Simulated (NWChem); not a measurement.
tetramethylsilane (C4H12Si); SMILES C[Si](C)(C)C

```xyz
17

C     -0.9935    -1.0631    -1.2003
Si    -0.0003     0.0002    -0.0001
C     -1.1733     0.8344     1.2187
C      1.2175    -1.0876     0.9441
C      0.9477     1.3164    -0.9626
H     -1.5602    -1.8428    -0.6664
H     -0.3348    -1.5660    -1.9264
H     -1.7153    -0.4546    -1.7684
H     -0.6222     1.4647     1.9349
H     -1.7421     0.0888     1.7972
H     -1.8994     1.4776     0.6962
H      0.6925    -1.8688     1.5168
H      1.9185    -1.5896     0.2580
H      1.8131    -0.4938     1.6559
H      1.6421     0.8590    -1.6854
H      0.2616     1.9698    -1.5250
H      1.5396     1.9548    -0.2873
```
Atoms are numbered in this order, from 1.

Results from NWChem. The geometry was optimised at PBE0/def2-SVP. Not confirmed as a minimum by frequencies. GIAO values for the isolated, static molecule; σ is the absolute isotropic shielding.

Q: Estimate the computed values for BHandHLYP/pcSseg-1. Quantities: σ C1 (ppm); σ Si2 (ppm); σ H6 (ppm).

A: 
| Quantity | Value |
|---|---|
| σ C1 (ppm) | 184.0 |
| σ Si2 (ppm) | 358.3 |
| σ H6 (ppm) | 31.44 |
